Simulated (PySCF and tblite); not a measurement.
The numbers below are computed, except where a source is named.
System: C₅H₁₃NSi, numbered as in [CH3:1][N:2]1[CH2:3][CH2:4][CH2:5][SiH2:6][CH2:7]1.

For the pyramidal inversion at N2: electronic barrier 6.42 kcal/mol, zero-point change -0.85 kcal/mol, thermal and entropy terms at 298.15 K a further -0.09 kcal/mol (symmetry numbers apart). The minimum is C1, the saddle C1. Level: PBE/pcSseg-1 + D3(BJ) on GFN2-xTB stationary points, with GFN2-xTB thermal terms. Rate constants are transition-state-theory values, counting equivalent paths, without tunnelling. Programs: tblite and PySCF.

How many equivalent paths lead out of the minimum?

1: the symmetry number of the minimum is 1, that of the saddle displaced along its mode 1.

Work out the rate at 298.15 K.

ΔG‡ = 5.48 kcal/mol; k_B T/h = 6.2×10¹² s⁻¹; exp(−ΔG‡/RT) = 9.6×10⁻⁵; times 1 gives k = 6×10⁸ s⁻¹. Wigner's tunnelling factor for the 254i cm⁻¹ mode would be 1.06.
